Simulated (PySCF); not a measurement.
# Tc²⁵⁺: ionisation energy

Tc²⁵⁺ [Ar] (1S) → Tc²⁶⁺ [Ne] 3s2 3p5 (2P), as a difference of total energies. Calculation: PySCF 2.14, in an even-tempered Gaussian basis (18 s from 3.1 bohr⁻², ratio 2.5; 12 p from 4.1 bohr⁻², ratio 2.5; 5 d from 20 bohr⁻², ratio 2.7; 4 f from 30 bohr⁻², ratio 2.7); the spin-free X2C one-electron Hamiltonian (Gaussian nucleus). Correlated levels: outer shells: 1s2 frozen; virtual orbitals above 40 to 60 times the deepest correlated orbital energy dropped. The calculations carry no spin-orbit coupling.

| method | ionisation energy (eV) |
| --- | --- |
| UHF | 1362.6 |
| LDA | 1364.0 |
| PBE | 1364.0 |
| PBE0 | 1364.1 |
| r2SCAN | 1364.7 |
| r2SCANh | 1364.6 |
| BHandHLYP | 1364.0 |
| MP2 (outer shells) | 1363.6 |
| SCS-MP2 (outer shells) | 1363.4 |

A first-order spin-orbit estimate (lowest level to lowest level, LS coupling) adds -8.370 eV.

Breit and QED terms and the two-electron picture change are absent.

For comparison: 1354 ± 4 eV (semi-empirical (NIST evaluation); NIST Atomic Spectra Database, ionization energies).
